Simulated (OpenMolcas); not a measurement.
Ar+: effect of the IPEA shift

| Item | Value |
| --- | --- |
| Program | OpenMolcas |
| Basis | ANO-R2 [5s4p3d1f] |
| Scalar Hamiltonian | X2C, finite nucleus |
| Active space | 7 electrons in 4 orbitals (3s 3p) |
| State averaging | 2S+1 = 2 odd, 3 roots; 2S+1 = 2 even, 1 root |
| Spin-orbit coupling | RASSI with atomic mean-field integrals over the reference wave functions, term energies averaged over their components |

Methods on the same reference wave functions:
A. CASSCF
B. SS-CASPT2, IPEA 0 Eh, imaginary shift 0.1 Eh (closed shells correlated: 2s 2p)
C. SS-CASPT2, IPEA 0.25 Eh, imaginary shift 0.1 Eh (closed shells correlated: 2s 2p)

Energies in cm⁻¹ above 3s² 3p⁵ ²P°_3/2, the measured ground level; measured values from NIST Handbook of Basic Atomic Spectroscopic Data.

| Level | A | B | C | Measured |
| --- | --- | --- | --- | --- |
| 3s² 3p⁵ ²P°_3/2 | 0.0 | 0.0 | 0.0 | 0.0 |
| 3s² 3p⁵ ²P°_1/2 | 1342 | 1342 | 1342 | 1432 |
| 3s 3p⁶ ²S_1/2 | 151022 | 121299 | 125702 | 108722 |

Deviations, from unrounded energies. A percentage is the sum of absolute deviations over the sum of measured energies, with the sign that they share, or ± where signs differ.

| Against measurement | Levels | A | B | C |
| --- | --- | --- | --- | --- |
| mean absolute deviation (cm-1) | 2 | 21000 | 6300 | 8500 |
| fine structure of the ground term (%) | 1 | -6.2 | -6.2 | -6.2 |
| other configurations (%) | 1 | +38.9 | +11.6 | +15.6 |

B lies closest to measurement on these levels and A furthest from it. The largest miss of B in the table is 3s 3p⁶ ²S_1/2, by +13000 cm-1. The ranking rests on the paired levels alone, and a cruder setting can come out closer through cancelling errors.

Between B and C the level of the table that moves most is 3s 3p⁶ ²S_1/2, by 4400 cm-1 (lowest in B, highest in C).

The lowest spin-free term lies below A's lowest term by 0.374 hartree in B, 0.369 hartree in C.

Over all roots computed the reference weight is 0.83 to 0.94 in B, 0.86 to 0.94 in C; the roots of lowest weight are the least certain, and an intruder state may touch them. Without dynamic correlation excited terms often stand tens of per cent too high (terms of higher spin than the ground term too low), and those without a measured partner can miss by more than the paired ones (holds for A). Measured partners are found by configuration, term and J. A level has none where our copy of the source lacks it or the pairing is in doubt (some pairs that miss far off the trend of their configuration count as doubtful), and it then counts in no deviation. Only configurations of the active space appear.

° marks odd parity.
